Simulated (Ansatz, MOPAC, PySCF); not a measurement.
Lewis adduct: AlH3 (SMILES [AlH3]) (first 4 atoms) with CHN (SMILES C#N); geometry from B3LYP-D3(BJ)/def2-TZVP, rigid monomers moved along the line of their centres of mass till Al1···N6 is 2.89 Å.
(charge 0, multiplicity 1):
```csv
atom,x (Å),y (Å),z (Å)
Al,-0.1616,0.3641,0.2628
H,1.2536,0.8243,-0.2996
H,-1.2365,1.4889,0.5949
H,-0.6908,-1.0821,-0.1362
C,0.9740,-0.4626,4.0383
N,0.6521,-0.2301,2.9696
H,1.2755,-0.6800,5.0393
```

Monomers are frozen at their geometry in the pair; levels with a basis set take the counterpoise correction. Rows marked so take none.

Correlated levels freeze the cores. CBS(a, b) extrapolates the correlation energy as X⁻³ and adds the Hartree–Fock energy of set b. Rows in 3-21G, 6-31G* carry no dispersion term and start afresh at each structure (6-31G* with six Cartesian d functions). The state that AM1, PM7 reach isn't checked; PM7 holds dispersion and hydrogen-bond terms.

Run with Ansatz (a first-principles code) with Gaussian orbitals; MOPAC for AM1, PM7 (differences of heats of formation); PySCF for 3-21G rows, 6-31G* rows, the dispersion terms. Values without a source in brackets are computed.

Other levels give for the interaction energy: PBE/def2-TZVPPD -9.86; B3LYP/def2-TZVPPD -9.10; B3LYP-D3(BJ)/def2-TZVPPD -10.40; wB97M-V/def2-TZVPPD -10.62; CCSD(T)/CBS(aug-cc-pV(D+d)Z, aug-cc-pV(T+d)Z) -10.52 kcal/mol.

Common cheap choices:

```tsv
level	interaction energy (kcal/mol)	less -10.52 (CCSD(T)/CBS(aug-cc-pV(D+d)Z, aug-cc-pV(T+d)Z))
AM1	-7.78	2.74
PM7	-3.09	7.43
HF/3-21G (no counterpoise)	-14.49	-3.97
HF/6-31G* (no counterpoise)	-10.21	0.31
BP86/6-31G* (no counterpoise)	-10.54	-0.02
B3LYP/3-21G (no counterpoise)	-15.51	-4.98
B3LYP/6-31G* (no counterpoise)	-10.70	-0.17
M06-2X/6-31G* (no counterpoise)	-11.91	-1.39
```
